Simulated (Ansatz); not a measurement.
Reaction (formal exchange of groups at the Si–I bond): `I[SiH]1CS1` + `C=CC(=C)C` → `C[SiH]1CS1` + `C=CC(=C)I`

Program: Ansatz. Geometries: PBE0-D4/def2-TZVP. ΔE: electronic, gas phase. CCSD(T)/CBS adds triple-zeta CCSD(T) − MP2 to the extrapolated MP2 energy (def2 sets, frozen cores). Functionals use def2-TZVPP. Elements past krypton have def2 core potentials. For I outer-core shells are correlated without core-valence functions, which leaves a few kJ/mol of doubt a bond. Each species was taken in one conformer, which may not be the lowest.

**Question.** Is it downhill or uphill in electronic energy at CCSD(T)/CBS, and by how much? (Best estimate.)

**Answer.** Computed: Uphill: ΔE = +92.3 kJ/mol.

**Question.** What do these levels give: ωB97M-V, B2PLYP, HF/def2-TZVPP, SCS-MP2/def2-TZVPP, CCSD(T)/def2-TZVPP, CCSD/CBS(def2)? (Estimate.)

**Answer.** Computed: ωB97M-V 93.2, B2PLYP 91.6, HF/def2-TZVPP 109.2, SCS-MP2/def2-TZVPP 88.4, CCSD(T)/def2-TZVPP 88.3, CCSD/CBS(def2) 95.5 kJ/mol.

Largest T1 diagnostic among the species: 0.011.

In def2-TZVPP, CCSD(T) changes the Hartree–Fock value by −20.9 kJ/mol (the triples alone add −3.2 kJ/mol) and MP2 by −20.7 kJ/mol. From PBE to PBE0 (25 % exact exchange), in def2-TZVPP and without D4, ΔE moves by +6.4 kJ/mol.
